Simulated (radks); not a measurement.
Problem. All-electron calculation, scalar-relativistic Kohn-Sham, PBE, spin-polarised, spherical densities, point nucleus; open shells are filled with parallel spins first. Program: a radial shooting solver on a logarithmic mesh with Libxc functionals. Each species is in its NIST ground configuration. Rank O4+, N4+, C4+, F4+, Ne4+ by Delta-SCF ionisation energy (eV), largest first.

Solution. C4+ 391.38, Ne4+ 127.03, F4+ 114.49, O4+ 112.70, N4+ 98.433.
